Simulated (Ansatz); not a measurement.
Stepwise reaction of `[NH2][Sn]([NH2])([NH2])[NH2]` with hydrogen fluoride, as a gas-phase model of exchange steps in deposition or etching. ΔE in kJ/mol.

Isolated molecules relaxed with PBE0-D4/def2-TZVP in Ansatz; ΔE leaves out vibrations. CBS: MP2 limit from def2 TZ/QZ plus the TZ coupled-cluster correction, frozen cores. This one scheme is used for every species. Functionals use def2-TZVPP. B3LYP here is the variant with VWN-RPA as its local correlation; programs differ in this. Elements past krypton have def2 core potentials. For Sn outer-core shells are correlated without core-valence functions, which leaves a few kJ/mol of doubt a bond. Each species was taken in one conformer, which may not be the lowest.

```
step                                                                   reaction  PBE-D4  B3LYP-D4  ωB97M-V  CCSD(T)/CBS
   1  `[NH2][Sn]([NH2])([NH2])[NH2]` + H–F → `[NH2][Sn]([NH2])([NH2])[F]` + NH₃   -72.5     -74.4    -72.4        -63.8
   2      `[NH2][Sn]([NH2])([NH2])[F]` + H–F → `[NH2][Sn]([NH2])([F])[F]` + NH₃   -57.0     -59.6    -57.7        -51.6
   3          `[NH2][Sn]([NH2])([F])[F]` + H–F → `[NH2][Sn]([F])([F])[F]` + NH₃   -37.7     -38.8    -37.7        -32.3
   4              `[NH2][Sn]([F])([F])[F]` + H–F → `[F][Sn]([F])([F])[F]` + NH₃   -23.7     -24.0    -23.9        -18.4
```

By hand: ΔE of the 4 steps together at CCSD(T)/CBS.

(-63.8) + (-51.6) + (-32.3) + (-18.4) = -166.1 kJ/mol, or -41.5 kJ/mol a step.

In ΔE each step is higher than the one before. All are downhill at CCSD(T)/CBS. PBE-D4 differs from CCSD(T)/CBS by -8.7 to -5.3 kJ/mol a step. Isolated molecules leave out the surface, adducts and barriers. Largest T1 diagnostic: 0.015.
